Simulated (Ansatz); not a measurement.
Ideal-gas functions of CH4BClOSi, SMILES `O[SiH]1CB1Cl` at 600 K and 1 bar, from an Ansatz frequency run at PBE0-D4/def2-TZVP.

Molar mass 106.39 g/mol, point group C1 (symmetry number 1), electronic degeneracy 1, moments of inertia 80.133, 297.682, 351.183 u Å². Harmonic wavenumbers (cm⁻¹, unscaled): 108, 202, 240, 276, 280, 414, 505, 569, 650, 689, 783, 849, 872, 939, 1018, 1239, 1417, 2232, 3086, 3167, 3915.

Use S(trans) = R[1.5 ln M + 2.5 ln T − 1.1517]; rotational temperatures θ = 24.2544 K / I; S(rot) = R[ln(√π/σ · √(T³/θAθBθC)) + 1.5]; for each mode x = 1.438777 ν̃/T, S = R[x/(eˣ − 1) − ln(1 − e⁻ˣ)] and H = RT x/(eˣ − 1); 1 cm⁻¹ = 0.0119627 kJ/mol; R = 8.31446 J/(mol·K).

Question: By hand: the entropy, in J/(mol·K).

Answer: Translation 181.6. Rotation: θ = 0.3027, 0.0815, 0.0691 K, giving 123.5. Vibration, mode by mode: 19.57, 14.42, 13.02, 11.90, 11.78, 8.71, 7.21, 6.35, 5.42, 5.03, 4.20, 3.71, 3.55, 3.13, 2.69, 1.77, 1.26, 0.25, 0.04, 0.04, 0.01, in all 124.0. Electronic 0.0. Sum 429.1 J/(mol·K).

Question: By hand: H − E and G − E in kJ/mol, counted from the electronic energy.

Answer: Zero-point energy ½ × 23450 × 0.0119627 = 140.3; thermal vibration 39.5; translation, rotation and pV give 4 RT = 20.0. H − E = 199.8 kJ/mol, and G − E = 199.8 − 600 × 429.1/1000 = -57.7 kJ/mol.

Vibration gives 29 % of the entropy, 19.6 J/(mol·K) of it from the mode under 150 cm⁻¹: soft modes count most, and the harmonic formula is weakest for them. The sum counts one conformer and one mirror image; others add a mixing term.
